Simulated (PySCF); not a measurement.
How methods differ on the ionisation energy of S²⁺

S²⁺ [Ne] 3s2 3p2 (3P) → S³⁺ [Ne] 3s2 3p1 (2P), as a difference of total energies. Computed with PySCF 2.14 in jorge-DZP-DKH, with the spin-free X2C one-electron Hamiltonian (Gaussian nucleus). Correlated levels: valence: [Ne] frozen. The calculations carry no spin-orbit coupling.

| method | ionisation energy (eV) |
| --- | --- |
| UHF | 34.121 |
| M06-2X | 34.624 |
| PBE | 34.824 |
| MP2 (valence) | 34.453 |
| SCS-MP2 (valence) | 34.371 |
| CCSD (valence) | 34.480 |
| CCSD(T) (valence) | 34.489 |

Task: How much does correlation contribute at CCSD(T) (valence)?

Result: 34.489 − (34.121) = 0.368 eV, measured against UHF.

The reference lies between the lowest fine-structure levels, while these numbers refer to the centres of the terms.

Errors of the correlated levels include the incompleteness of this basis and the frozen core.

For comparison: 34.86 ± 0.04 eV (semi-empirical (NIST evaluation); NIST Atomic Spectra Database, ionization energies).
